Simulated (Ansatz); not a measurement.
## Reading a saddle point

A first-order saddle point of CH$_{9}$NSn, singlet, PBE0-D4/def2-TZVP, with one imaginary mode of 1426i cm⁻¹:

Sn1  (-1.434, 0.527, -0.363)
H2  (-0.172, 1.783, 1.023)
H3  (-1.868, -0.934, -1.199)
H4  (-2.728, 0.894, 0.677)
H5  (-1.017, 1.655, -1.564)
H6  (0.274, 0.786, 1.062)
N7  (0.285, -0.379, 0.619)
C8  (1.422, -0.744, -0.216)
H9  (0.049, -1.118, 1.277)
H10  (1.751, 0.144, -0.765)
H11  (1.175, -1.523, -0.943)
H12  (2.262, -1.091, 0.390)
(Å)

Computed with Ansatz 0.2.0 (basis: def2-TZVPP and def2-QZVPP); correlated methods freeze the cores. Filled d shells of the heavier atoms are correlated. Core potentials replace the inner electrons of the atoms past krypton. The def2 sets are not built for correlating such inner shells, so the correlated values are less sure here. Extrapolation: Hartree–Fock as exp(−7.88 √X), correlation as X^−2.97.

(1) Which contacts change along the imaginary mode, and what lies on either side? (A judgement: the text doesn't fix the answer.)

(2) Which side is lower, and how far does the saddle lie above each? (To be estimated.)

T1 diagnostic: at most 0.014.

Answers

(1) Computed: The step is CH₅N ([CH3][NH2]) + SnH₄ → CH₇NSn ([CH3][NH][SnH3]) + H₂, with the molecules in contact on both sides. Shortening one way: Sn1–N7, H2–H6; lengthening the same way: Sn1–H2, H6–N7.
```csv
pair,one side (Å),saddle (Å),other side (Å)
Sn1–N7,3.01,2.18,2.03
H2–H6,3.19,1.09,0.75
Sn1–H2,1.70,2.26,4.55
H6–N7,1.01,1.25,2.56
```

(2) Computed: The side with Sn1–H2, H6–N7 short is lower by 0.434 eV; the saddle lies 1.899 eV above it and 1.466 eV above the other (CCSD(T) at an estimated basis limit (MP2 extrapolated from triple and quadruple zeta, plus CCSD(T) − MP2 in triple zeta); electronic energies).

Labels in which every atom is bracketed show which atoms are joined, not bond orders.

For scale, one of the runs: CCSD(T)/def2-TZVPP, 238 basis functions, launched by `ansatz run in.yaml --threads 4 --pin off --events-out ev --progress --plain --max-ram 9574MiB`. Hardware: 4 CPU threads of an Intel Xeon, shared host. Wall time 2.8 min; peak host memory 5 GiB.
